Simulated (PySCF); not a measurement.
Sn(H)(F)(Me)2 (C₂H₇FSn), SMILES [CH3][SnH]([CH3])[F].

Coordinates come from a B3LYP-D3(BJ)/def2-SVP optimisation. The def2 effective core potentials stand for the cores of Sn; spin–orbit coupling is left out.

Computed with PBE/def2-TZVP run with PySCF.

Symmetry labels are those of the subgroup Cs that the program uses (full group Cs).

Computed valence orbital energies around the gap with their symmetry:
```
orbital  symmetry  energy (eV)
-------  --------  -----------
HOMO−7         A'       -10.14
HOMO−6         A"        -9.98
HOMO−5         A"        -9.94
HOMO−4         A'        -8.73
HOMO−3         A'        -8.39
HOMO−2         A"        -8.32
HOMO−1         A'        -7.25
HOMO           A"        -7.00
LUMO           A'        -0.93
LUMO+1         A'        -0.69
LUMO+2         A"         0.01
LUMO+3         A'         0.57
```
